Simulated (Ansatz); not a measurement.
Ansatz (a program for electronic structure) input (B3LYP-D3(BJ)/def2-TZVP):

Ansatz 0.2 input:
```yaml
crystal:
  periodic: [false, false, false]
  atoms:
    - {symbol: C, position_ang: [1.14845974, -1.20101914, -0.96583966]}
    - {symbol: C, position_ang: [0.55918537, -0.56050883, 0.29358770]}
    - {symbol: C, position_ang: [1.56399432, 0.45961065, 0.86963263]}
    - {symbol: C, position_ang: [-0.76507197, 0.07976281, 0.04945159]}
    - {symbol: C, position_ang: [-1.02912356, 0.82648049, -1.20825627]}
    - {symbol: C, position_ang: [-1.77647801, 0.13722246, 1.13559205]}
    - {symbol: H, position_ang: [0.44845933, -1.91599986, -1.39177033]}
    - {symbol: H, position_ang: [1.37409283, -0.44725783, -1.71536467]}
    - {symbol: H, position_ang: [2.06987183, -1.72531025, -0.72156089]}
    - {symbol: H, position_ang: [0.42903857, -1.34646085, 1.04849068]}
    - {symbol: H, position_ang: [1.17706556, 0.89246077, 1.78879238]}
    - {symbol: H, position_ang: [1.73699030, 1.26120343, 0.15562134]}
    - {symbol: H, position_ang: [2.51408509, -0.02462606, 1.08469206]}
    - {symbol: H, position_ang: [-1.20171117, 0.14889679, -2.05155640]}
    - {symbol: H, position_ang: [-1.91093222, 1.45480624, -1.10219913]}
    - {symbol: H, position_ang: [-0.18279332, 1.46018619, -1.48383019]}
    - {symbol: H, position_ang: [-2.76924539, -0.12245282, 0.75879652]}
    - {symbol: H, position_ang: [-1.85840111, 1.14743795, 1.55577825]}
    - {symbol: H, position_ang: [-1.52505335, -0.54279131, 1.94661678]}
basis:
  gaussian:
    orbitals: def2-TZVP
hamiltonian:
  xc: b3lyp
  dispersion: d3bj
magnetization: {spin_polarized: true, initial_magnetization: 1}
relax: {f_tol: 0.002, max_steps: 150}
```

End of the output:

```
integrals: 0.22 GiB planned
1652 factors; their error is unknown
0.39 GiB of the device are held for the grids
1.63 GiB of device memory are held for the factors and their scratch space
mean field: 2.02 GiB planned
mean field evaluation 160: about -6435.8631 eV, gradient 4.8e-1 eV
mean field -6435.86385065 eV, -236.5136341263 hartree, gradient 1.1e-5 eV, S^2 0.754111; 1 other end points of the search recorded, 0 dependent functions left out
the calculation of the forces begins
reference -6435.86418399 eV, -236.5136463761 hartree; 25, 24 occupied and 239, 240 virtual orbitals, 1652 factors
Total energy: -6436.57059826 eV, -236.5396066219 hartree
Atom 0 at     1.155973    -1.281648    -0.967115 Å, force    -0.000008     0.000332     0.000385 eV/Å
Atom 1 at     0.542727    -0.599815     0.259461 Å, force    -0.000082     0.000200     0.000163 eV/Å
Atom 2 at     1.519026     0.451742     0.828730 Å, force     0.000194    -0.000262    -0.000175 eV/Å
Atom 3 at    -0.812517     0.000132     0.005838 Å, force    -0.000838     0.000021    -0.000732 eV/Å
Atom 4 at    -1.059630     0.826231    -1.211049 Å, force     0.000156    -0.000435     0.000533 eV/Å
Atom 5 at    -1.722353     0.197295     1.170472 Å, force     0.000022     0.000113    -0.000207 eV/Å
Atom 6 at     0.469230    -2.011991    -1.398633 Å, force    -0.000065    -0.000004     0.000036 eV/Å
Atom 7 at     1.409431    -0.556698    -1.743282 Å, force     0.000043     0.000004     0.000022 eV/Å
Atom 8 at     2.076500    -1.800879    -0.693271 Å, force     0.000030     0.000007     0.000021 eV/Å
Atom 9 at     0.414343    -1.366269     1.032723 Å, force     0.000072    -0.000134     0.000031 eV/Å
Atom 10 at     1.124240     0.909457     1.737141 Å, force    -0.000033    -0.000089    -0.000038 eV/Å
Atom 11 at     1.697729     1.245648     0.099861 Å, force    -0.000011     0.000016    -0.000019 eV/Å
Atom 12 at     2.482198    -0.003612     1.071043 Å, force     0.000151     0.000079     0.000073 eV/Å
Atom 13 at    -0.602966     0.402615    -2.106603 Å, force     0.000179    -0.000208    -0.000333 eV/Å
Atom 14 at    -2.129894     0.939275    -1.399183 Å, force    -0.000430     0.000065    -0.000003 eV/Å
Atom 15 at    -0.655014     1.846345    -1.103764 Å, force     0.000218     0.000486    -0.000069 eV/Å
Atom 16 at    -2.770914     0.224557     0.861394 Å, force     0.000240     0.000033    -0.000003 eV/Å
Atom 17 at    -1.530946     1.152285     1.687510 Å, force     0.000080    -0.000078     0.000191 eV/Å
Atom 18 at    -1.604731    -0.593028     1.915400 Å, force     0.000081    -0.000146     0.000123 eV/Å
Dipole moment:     0.016877     0.026659     0.024910 e Å
```

It need not be the lowest isomer of its formula.
